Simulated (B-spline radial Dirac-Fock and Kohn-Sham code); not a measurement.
Level of theory: ΔSCF Dirac-Fock with Breit, self-energy and vacuum polarisation, finite nucleus, configuration average; a radial B-spline solver. Free neutral atoms.

Task: Order these X-ray lines by photon energy, lowest first.
A. Fe Lβ6
B. La Mζ2
C. Ti Lβ6
D. Ti Lℓ
E. Ni Lβ6
F. Pm Mζ1

Result: D (391.7 eV), C (460.9 eV), B (628.9 eV), A (715.5 eV), F (781.9 eV), E (861.7 eV).

Values without a named source are computed, but for edge energies of neutral atoms, which are taken from tables.
